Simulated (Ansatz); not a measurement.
Species: SiH3S2, charge 0, doublet. SiH3S2 (SMILES [S][SiH2]S, doublet).
B3LYP-D3(BJ)/def2-TZVP minimum from Ansatz (a quantum-chemistry and plane-wave program):
```xyz
6

Si    -0.9046    -0.0771     0.0559
S      0.2590     1.6345     0.4282
S      0.6730    -1.4364    -0.5283
H     -1.6516    -0.5688     1.2323
H     -1.7974    -0.0004    -1.1183
H      1.2009    -1.5207     0.7056
```
Charge 0, spin multiplicity 2.

Quantity: atomisation energy (electronic, to ground-state atoms), in kJ/mol. Open shells are spin-unrestricted; no spin-orbit coupling. CBS(X,Y): correlation extrapolated as X^-3, Hartree-Fock from the larger set. A bracket is a step between two methods taken in the basis named. The functionals are non-relativistic, so their misses hold any scalar relativity. Double hybrids freeze cores in their MP2 part. 'core' is core correlation in cc-pwCVTZ (1s frozen past Ne), 'X2C' scalar relativity in cc-pVTZ-DK, both at CCSD(T). For partners of very few electrons the exact lower level stands in for a higher one.

CCSD(T)/CBS(cc-pV(T+d)Z,cc-pV(Q+d)Z) + [CCSDT(Q) - CCSD(T)]/cc-pV(D+d)Z + core + X2C (Ansatz) gives 1665.7 kJ/mol.

Q: How far off this value is PBE/def2-TZVPD (Ansatz), in which direction, and which of these levels come nearer: r2SCAN/def2-TZVPD, B3LYP/def2-TZVPD, PBE0/def2-TZVPD, wB97M-V/def2-TZVPD, B2PLYP/def2-TZVPD, CCSD(T)/CBS(cc-pV(T+d)Z,cc-pV(Q+d)Z) + core + X2C?

A: PBE gives 1663.3 kJ/mol, 2.4 kJ/mol below it. Differences of the others: r2SCAN/def2-TZVPD (Ansatz) 12.4; B3LYP/def2-TZVPD (Ansatz) -35.0; PBE0/def2-TZVPD (Ansatz) -22.7; wB97M-V/def2-TZVPD (Ansatz) 5.7; B2PLYP/def2-TZVPD (Ansatz) -47.8; CCSD(T)/CBS(cc-pV(T+d)Z,cc-pV(Q+d)Z) + core + X2C (Ansatz) -2.7 kJ/mol. Nearer than PBE: none.
